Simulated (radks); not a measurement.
Effect of the nuclear size on the gallium ion Ga+, [Ar] 3d10 4s2. All-electron calculation, Dirac Kohn-Sham, PBE, spin-unpolarised, spherical densities, finite nucleus; Fermi nuclear charge, rms radius 3.9973 fm. Program: a radial shooting solver on a logarithmic mesh with Libxc functionals. The rms radius is varied about that value; shifts are against it.

[
 {"rms radius (fm)": "3.4017", "total energy shift (eV)": "-0.0779", "density at nucleus (e/bohr^3)": "2.853e+04", "1s1/2 shift (meV)": "-33.1", "2s1/2 shift (meV)": "-3.19", "2p1/2 shift (meV)": "0.271", "3s1/2 shift (meV)": "-0.465"},
 {"rms radius (fm)": "3.7335", "total energy shift (eV)": "-0.0360", "density at nucleus (e/bohr^3)": "2.837e+04", "1s1/2 shift (meV)": "-15.3", "2s1/2 shift (meV)": "-1.47", "2p1/2 shift (meV)": "0.125", "3s1/2 shift (meV)": "-0.215"},
 {"rms radius (fm)": "3.9973", "total energy shift (eV)": "0", "density at nucleus (e/bohr^3)": "2.825e+04", "1s1/2 shift (meV)": "0.000", "2s1/2 shift (meV)": "0.000", "2p1/2 shift (meV)": "0.000", "3s1/2 shift (meV)": "0.000"},
 {"rms radius (fm)": "4.3091", "total energy shift (eV)": "0.0455", "density at nucleus (e/bohr^3)": "2.813e+04", "1s1/2 shift (meV)": "19.3", "2s1/2 shift (meV)": "1.86", "2p1/2 shift (meV)": "-0.158", "3s1/2 shift (meV)": "0.272"},
 {"rms radius (fm)": "4.5249", "total energy shift (eV)": "0.0789", "density at nucleus (e/bohr^3)": "2.805e+04", "1s1/2 shift (meV)": "33.5", "2s1/2 shift (meV)": "3.23", "2p1/2 shift (meV)": "-0.274", "3s1/2 shift (meV)": "0.471"}
]

Slopes of the eigenvalues against <r^2> in GHz/fm^2, as finite differences over the two radii next to the reference (eigenvalue slopes, not the field-shift constants of lines): 1s1/2 1810, 2s1/2 174, 2p1/2 -14.8, 3s1/2 25.4.
